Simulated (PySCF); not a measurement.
## Gas-phase XPS of Si(NMe2)Cl3, computed

Compound: Si(NMe2)Cl3, C2H6Cl3NSi.
Geometry (PBE0-D3(BJ)/def2-SVP, Å), atoms numbered from 1 in this order:
```
atom  x, y, z in Å
Si1    0.081   -0.033   -1.575
N2     0.057    0.109    0.120
C3     1.018   -0.577    0.956
C4    -1.089    0.627    0.833
H5     1.383    0.099    1.750
H6     1.888   -0.899    0.368
H7     0.580   -1.468    1.444
H8    -1.755    1.179    0.155
H9    -1.676   -0.178    1.315
H10   -0.762    1.327    1.622
Cl11   2.019   -0.070   -2.238
Cl12  -0.886    1.564   -2.419
Cl13  -0.825   -1.730   -2.310
```

Method used: delta-SCF UKS SCAN, pcX-2 on the ionised atom, pcseg-1 elsewhere, spin-free X2C (PySCF). Vertical ΔSCF values, vacuum level as zero.

**Question.** List the computed XPS lines with their assignment.

**Answer.** 
```tsv
atom(s)	environment	level	binding energy (eV)	2p1/2 (eV)	count
Si1	silicon bonded to 3 Cl and N	Si 2p3/2	109.25	109.88	1
Cl11/Cl12/Cl13	chlorine bonded to Si	Cl 2p3/2	206.35	208.00	3
C3/C4	carbon bonded to N and 3 H	C 1s	292.05	–	2
N2	nitrogen bonded to 2 C and Si	N 1s	405.19	–	1
Si1	silicon bonded to 3 Cl and N	Si 1s	1849.43	–	1
Cl11/Cl12/Cl13	chlorine bonded to Si	Cl 1s	2828.95	–	3
```

**Question.** Give the binding energy of N 1s of N2 (atom 2) in hartree and in kJ/mol.

**Answer.** 405.19 eV = 14.8905 Eh = 39095 kJ/mol.

**Question.** Which effective nuclear charge Zeff reproduces each element's mean 1s value in the hydrogen-like formula E = 13.606 eV × Zeff²?

**Answer.** C (Z = 6): mean 292.1 eV, Zeff = 4.63, Z − Zeff = 1.37; N (Z = 7): mean 405.2 eV, Zeff = 5.46, Z − Zeff = 1.54; Si (Z = 14): mean 1849.4 eV, Zeff = 11.66, Z − Zeff = 2.34; Cl (Z = 17): mean 2828.9 eV, Zeff = 14.42, Z − Zeff = 2.58. Means run over the listed sites, weighted by atom count.

One atom of each set of topologically equivalent atoms was ionised and stands for the set; in this conformer not all members are related by symmetry, and their own values weren't computed. The 2p values aren't plain energy differences: one relaxed spin-free 2p hole is combined with a matrix within the shell (ground-state 2p orbital-energy differences and spin–orbit coupling). 2p3/2, the mean of its two sublevels, lies a third of the splitting below the shell's mean and 2p1/2 two thirds above it; the statistical areas are 2:1. 2p1/2 minus 2p3/2 (ligand field included): Si 0.63 eV, Cl 1.65 eV. Isolated species at its PBE0-D3(BJ)/def2-SVP geometry, gas phase.
